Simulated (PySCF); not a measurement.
**Electronic absorption of (H2Al-mu-NH2)3**

(H2Al-mu-NH2)3.
Geometry (PBE0-D3(BJ)/def2-SVP, Å), atoms numbered from 1 in this order:
```xyz
18
Al3H12N3 angstrom
Al     1.6846   -0.6728   -0.3722
H      2.3224    0.7046    0.1384
H      2.6005   -1.8908   -0.8510
N      0.4524   -0.1611   -1.8076
Al    -1.2758    0.5627   -1.2300
H     -2.1704   -0.7231   -0.8971
H     -1.7640    1.6775   -2.2652
N     -0.7929    1.4061    0.4676
Al    -0.4991    0.1551    1.9524
H     -1.9376   -0.3397    2.4385
H      0.5537    0.7673    2.9857
N      0.4217   -1.2867    0.9892
H      0.2688   -0.9658   -2.4128
H      0.9322    0.5115   -2.4111
H     -1.5473    2.0452    0.7331
H      0.0311    2.0049    0.3587
H      0.9336   -1.8510    1.6730
H     -0.2702   -1.9269    0.5881
```

Level of theory: TDDFT wB97X-D/def2-SVPD, vertical, gas phase, core orbitals frozen in the response in PySCF 2.14.0, density-fitted response routines.

Question: Predict the UV-vis stick spectrum at this level.

Answer: 

| state | E (eV) | λ (nm) | ν̃ (cm⁻¹) | f | \|μ\| (D) | main configurations (H = HOMO, L = LUMO) |
| --- | --- | --- | --- | --- | --- | --- |
| S1 | 6.77 | 183.2 | 54590 | 0.0029 | 0.34 | H→L+2 (70%) |
| S2 | 6.89 | 180.0 | 55560 | 0.015 | 0.76 | H-2→L (25%), H-2→L+1 (16%), H-1→L+2 (14%) |
| S3 | 6.96 | 178.2 | 56130 | 0.0052 | 0.44 | H-1→L (36%), H-1→L+1 (21%), H-2→L+2 (18%) |
| S4 | 7.14 | 173.7 | 57570 | 0.039 | 1.21 | H→L+1 (27%), H→L (20%), H-2→L (16%) |
| S5 | 7.25 | 171.1 | 58430 | 0.0019 | 0.26 | H-1→L (35%), H-1→L+1 (23%), H-1→L+4 (12%) |
| S6 | 7.40 | 167.5 | 59690 | 0.086 | 1.76 | H-2→L+1 (30%), H→L+1 (28%), H-1→L+2 (9%) |
| S7 | 7.56 | 163.9 | 60990 | 0.010 | 0.60 | H-3→L+2 (31%), H-4→L (24%), H-4→L+1 (18%) |
| S8 | 7.72 | 160.6 | 62250 | 0.0059 | 0.45 | H→L+4 (49%), H→L+5 (12%), H-2→L+5 (8%) |
| S9 | 7.85 | 158.0 | 63270 | 0.160 | 2.32 | H-1→L+3 (26%), H→L+5 (14%), H-4→L (11%) |
| S10 | 7.86 | 157.8 | 63360 | 0.0063 | 0.46 | H-2→L+3 (23%), H-1→L+4 (15%), H→L+3 (14%) |
| S11 | 7.91 | 156.8 | 63780 | 0.234 | 2.79 | H-4→L (32%), H-1→L+2 (14%), H-2→L+4 (13%) |
| S12 | 8.00 | 154.9 | 64550 | 0.054 | 1.33 | H-4→L+2 (21%), H-2→L+2 (13%), H-1→L+1 (12%) |
| S13 | 8.05 | 154.1 | 64910 | 0.012 | 0.62 | H→L (43%), H-2→L (20%), H→L+4 (8%) |
| S14 | 8.11 | 152.8 | 65440 | 0.029 | 0.96 | H-4→L+1 (24%), H-3→L+1 (14%) |
| S15 | 8.13 | 152.6 | 65530 | 0.207 | 2.59 | H-3→L+1 (34%), H-3→L (11%), H-3→L+2 (8%) |

Triplets, Tamm–Dancoff:

```json
{"state": "T1", "E (eV)": "6.52", "λ (nm)": "190.1", "main configurations (H = HOMO, L = LUMO)": "H→L+2 (65%)"}
{"state": "T2", "E (eV)": "6.65", "λ (nm)": "186.5", "main configurations (H = HOMO, L = LUMO)": "H-2→L (20%), H-2→L+1 (18%), H-1→L+2 (15%)"}
{"state": "T3", "E (eV)": "6.71", "λ (nm)": "184.9", "main configurations (H = HOMO, L = LUMO)": "H-1→L (24%), H-1→L+1 (23%), H-2→L+2 (20%)"}
{"state": "T4", "E (eV)": "6.94", "λ (nm)": "178.8", "main configurations (H = HOMO, L = LUMO)": "H-2→L (16%), H→L+1 (16%), H→L (13%)"}
```

The lowest singlet lies at 6.77 eV (183 nm, vacuum ultraviolet) and is very weak; its leading configuration is HOMO→LUMO+2 (70%). The strongest level in the table is S11 at 7.91 eV (157 nm, f = 0.234). Löwdin shares by element: HOMO hydrogen 43% or more, aluminium 34% or more (atoms not listed hold the other 23%); LUMO aluminium 57% or more, hydrogen 17% or more (atoms not listed hold the other 25%). Weighted by f, the mean energy of these states is 7.84 eV. The listed states span 1.36 eV, and the widest gap between neighbours is 0.18 eV (S3 to S4). The oscillator strengths of these states sum to 0.868; summed over the whole spectrum of an exact calculation they would give the number of electrons, 72 (Thomas–Reiche–Kuhn). The window holds the lowest 15 singlets.

One conformer stands for the species.
